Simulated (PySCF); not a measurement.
Compound: C3H2IOP.
SMILES: `IC1=PC=CO1`

The calculation used PBE0-D3(BJ)/def2-SVP geometry optimisation, gas phase, def2 core potentials past Kr (PySCF).

Masses are those of the commonest isotopes; rigid-rotor values at the optimised geometry. 

**Question.** Give the principal moments of inertia and the rotational constants in MHz.

**Answer.** Ia = 98.12, Ib = 592.11, Ic = 690.23 u·Å²; 505379 MHz·u·Å²/I gives A = 5151, B = 853.5, C = 732.2 MHz.

**Question.** Classify the top.

**Answer.** A near-prolate asymmetric top; Ray's κ = -0.945.

**Question.** Is it planar, by Δ = Ic − Ia − Ib?

**Answer.** Planar: Δ = Ic − Ia − Ib = 0.00 u·Å². For a rigid frame Δ = −2 Σ m c², so it vanishes when all atoms lie in the ab plane; here none is more than 0.01 Å from it.

**Question.** Where do the levels up to J = 5 lie, in K?

**Answer.** Above 0(0,0), as E/k:
J = 1: 1(0,1) 0.076, 1(1,1) 0.282, 1(1,0) 0.288
J = 2: 2(0,2) 0.228, 2(1,2) 0.429, 2(1,1) 0.446, 2(2,1) 1.065, 2(2,0) 1.065
J = 3: 3(0,3) 0.456, 3(1,3) 0.648, 3(1,2) 0.683, 3(2,2) 1.293, 3(2,1) 1.294, 3(3,1) 2.339, 3(3,0) 2.339
J = 4: 4(0,4) 0.759, 4(1,4) 0.941, 4(1,3) 0.999, 4(2,3) 1.598, 4(2,2) 1.599, 4(3,2) 2.644, 4(3,1) 2.644, 4(4,1) 4.108, 4(4,0) 4.108
J = 5: 5(0,5) 1.137, 5(1,5) 1.306, 5(1,4) 1.393, 5(2,4) 1.978, 5(2,3) 1.982, 5(3,3) 3.025, 5(3,2) 3.025, 5(4,2) 4.488, 5(4,1) 4.488, 5(5,1) 6.370, 5(5,0) 6.370

**Question.** Which types of transition are allowed, and where do some lines up to J = 4 fall?

**Answer.** The dipole components are |μa| = 1.18 D, |μb| = 1.03 D, |μc| = 0.00 D; the mirror of this Cs structure is the ab plane, so μc vanishes by symmetry and there are no c-type lines. The squared components, which scale the intensities, stand as 1.00 : 0.77 (a : b). Some lines, for components of 0.1 D or more:

```json
{"type": "a", "branch": "Q", "J(Ka,Kc)": "4(1,3) ← 4(1,4)", "MHz": "1213", "lower level (cm⁻¹)": "0.654"}
{"type": "b", "branch": "R", "J(Ka,Kc)": "4(0,4) ← 3(1,3)", "MHz": "2312", "lower level (cm⁻¹)": "0.451"}
{"type": "a", "branch": "R", "J(Ka,Kc)": "3(2,1) ← 2(2,0)", "MHz": "4767", "lower level (cm⁻¹)": "0.740"}
{"type": "b", "branch": "Q", "J(Ka,Kc)": "4(1,3) ← 4(0,4)", "MHz": "4996", "lower level (cm⁻¹)": "0.528"}
{"type": "a", "branch": "R", "J(Ka,Kc)": "4(1,4) ← 3(1,3)", "MHz": "6095", "lower level (cm⁻¹)": "0.451"}
{"type": "a", "branch": "R", "J(Ka,Kc)": "4(2,2) ← 3(2,1)", "MHz": "6366", "lower level (cm⁻¹)": "0.899"}
{"type": "b", "branch": "R", "J(Ka,Kc)": "3(1,3) ← 2(0,2)", "MHz": "8752", "lower level (cm⁻¹)": "0.159"}
{"type": "b", "branch": "R", "J(Ka,Kc)": "4(1,4) ← 3(0,3)", "MHz": "10100", "lower level (cm⁻¹)": "0.317"}
{"type": "b", "branch": "Q", "J(Ka,Kc)": "4(2,2) ← 4(1,3)", "MHz": "12510", "lower level (cm⁻¹)": "0.694"}
{"type": "b", "branch": "Q", "J(Ka,Kc)": "3(2,1) ← 3(1,2)", "MHz": "12724", "lower level (cm⁻¹)": "0.475"}
{"type": "b", "branch": "Q", "J(Ka,Kc)": "2(2,0) ← 2(1,1)", "MHz": "12895", "lower level (cm⁻¹)": "0.310"}
{"type": "b", "branch": "Q", "J(Ka,Kc)": "2(2,1) ← 2(1,2)", "MHz": "13256", "lower level (cm⁻¹)": "0.298"}
{"type": "b", "branch": "R", "J(Ka,Kc)": "4(2,2) ← 3(1,3)", "MHz": "19818", "lower level (cm⁻¹)": "0.451"}
{"type": "b", "branch": "Q", "J(Ka,Kc)": "3(3,0) ← 3(2,1)", "MHz": "21779", "lower level (cm⁻¹)": "0.899"}
{"type": "b", "branch": "R", "J(Ka,Kc)": "3(3,0) ← 2(2,1)", "MHz": "26549", "lower level (cm⁻¹)": "0.740"}
{"type": "b", "branch": "Q", "J(Ka,Kc)": "4(4,0) ← 4(3,1)", "MHz": "30501", "lower level (cm⁻¹)": "1.837"}
```

**Question.** Estimate the classical rotational partition function at 50 K, 100 K and 200 K.

**Answer.** Point group Cs, symmetry number σ = 1; q = (√π/σ)·√((kT/h)³/(ABC)), k/h = 20836.6 MHz/K: 33200 at 50 K, 94000 at 100 K, 266000 at 200 K.

No PBE0-D3(BJ)/def2-SVP frequencies stand behind this structure, so it isn't proved a minimum. These are rigid-rotor constants of the computed structure; measured ground-state constants (B0) also hold zero-point vibration. Quadrupole hyperfine structure (127I) is left out.
